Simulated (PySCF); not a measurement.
# Working out the ionisation energy of Cl²⁺

Cl²⁺ [Ne] 3s2 3p3 (4S) → Cl³⁺ [Ne] 3s2 3p2 (3P). All numbers are calculated (PySCF 2.14, the non-relativistic Hamiltonian (point nucleus), in aug-cc-pwCVDZ). Frozen: 1s2. Energies in hartree (1 hartree = 27.21139 eV):

| part | Cl²⁺ (lower) | Cl³⁺ (upper) |
| --- | --- | --- |
| UHF | -458.210800 | -456.779066 |
| CCSD correlation | -0.242036 | -0.227718 |
| (T) | -0.002251 | -0.002099 |

Problem. What does Hartree-Fock give?

Solution. (-456.779066) − (-458.210800) = 1.431734 hartree = 38.959 eV.

Problem. What do CCSD and CCSD(T) give?

Solution. The CCSD correlation energies differ by 0.014318 hartree = 0.390 eV and the triples by 0.000152 hartree = 0.004 eV, so CCSD gives 39.349 eV and CCSD(T) 39.353 eV.

A first-order spin-orbit estimate adds -0.098 eV to CCSD(T) (valence and next inner shell), giving 39.255 eV against 39.8 ± 0.11 eV (semi-empirical (NIST evaluation); NIST Atomic Spectra Database, ionization energies).

A double-zeta basis recovers only part of the correlation energy.

What remains against the reference includes basis incompleteness, the frozen core and higher excitations.
